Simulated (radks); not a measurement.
Problem. Hf4+, configuration [Xe] 4f12 6p2 (not the ground configuration). Calculated with a radial shooting solver on a logarithmic mesh with Libxc functionals: scalar-relativistic Kohn-Sham, exchange-only LDA, spin-polarised, spherical densities, finite nucleus; open shells are filled with parallel spins first (spin-orbit coupling, left out, can overturn this in heavy ions); Fermi nuclear charge, rms radius 5.347 fm. Some entries of the table are withheld. Estimate them.

| orbital | occ. | eigenvalue (hartree) | <r^2> (bohr^2) | <1/r> (bohr^-1) |
|---|---|---|---|---|
| 1s up | 1 | -2398.883 | 0.0004958 | 83.71 |
| 1s down | 1 | -2398.881 | 0.0004958 | 83.71 |
| 2s up | 1 | -412.4763 | 0.007653 | 19.55 |
| 2s down | 1 | -412.4731 | 0.007653 | 19.55 |
| 2p up | 3 | -362.7273 | 0.006289 | 17.85 |
| 2p down | 3 | -362.7243 | 0.006289 | 17.85 |
| 3s up | 1 | -96.06063 | 0.04989 | 7.228 |
| 3s down | 1 | -96.01452 | 0.04987 | 7.230 |
| 3p up | 3 | -81.19286 | 0.05050 | 6.706 |
| 3p down | 3 | -81.14664 | 0.05047 | 6.708 |
| 3d up | 5 | -63.52444 | 0.04193 | 6.346 |
| 3d down | 5 | -63.48821 | 0.04190 | 6.348 |
| 4s up | 1 | -21.43087 | 0.2464 | 3.078 |
| 4s down | 1 | -21.34482 | 0.2465 | 3.077 |
| 4p up | 3 | -16.52942 | 0.2795 | 2.806 |
| 4p down | 3 | -16.44532 | 0.2797 | 2.805 |
| 4d up | 5 | -10.18637 | 0.3259 | 2.498 |
| 4d down | 5 | -10.10434 | 0.3264 | 2.496 |
| 5s up | 1 | -4.63660 | (1) | (2) |
| 5s down | 1 | -4.59253 | (3) | (4) |
| 5p up | 3 | -3.36145 | (5) | 1.065 |
| 5p down | 3 | -3.32149 | (6) | 1.064 |
| 4f up | 7 | -3.14813 | 0.4800 | 2.018 |
| 4f down | 5 | -3.06939 | 0.4852 | 2.012 |
| 6p up | 2 | -1.22026 | 8.684 | 0.4600 |
| 6p down | 0 | -1.07803 | 8.706 | 0.4657 |

Solution. 
(1) 5s up <r^2> (bohr^2): 1.313
(2) 5s up <1/r> (bohr^-1): 1.236
(3) 5s down <r^2> (bohr^2): 1.317
(4) 5s down <1/r> (bohr^-1): 1.233
(5) 5p up <r^2> (bohr^2): 1.719
(6) 5p down <r^2> (bohr^2): 1.711
